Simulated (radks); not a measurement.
Problem. The mean radii <r> (bohr) of the occupied orbitals of an atom or ion are listed with their occupations. Method: scalar-relativistic Kohn-Sham, PBE, spin-polarised, spherical densities, point nucleus; computed with a radial shooting solver on a logarithmic mesh with Libxc functionals.

orbital  occ.      <r>
1s up       1  0.04700
1s down     1  0.04700
2s up       1   0.2100
2s down     1   0.2100
2p up       3   0.1837
2p down     3   0.1837
3s up       1   0.6239
3s down     1   0.6238
3p up       3   0.6459
3p down     3   0.6457
3d up       5   0.7187
3d down     5   0.7185
5s up       1    3.838

Name the element and its charge. Open shells, if any, are filled with parallel spins first.

Solution. Z = 32, germanium, charge +3: Ge3+ in [Ar] 3d10 5s1. The 1s radius gives Z: for a bare nucleus <r> = (2 gamma + 1)/(2Z) with gamma = sqrt(1 - (Z/c)^2), 0.04601 bohr for Z = 32, and screening makes it slightly larger (0.04700 here). The occupations add up to 29, and the charge is Z minus that.
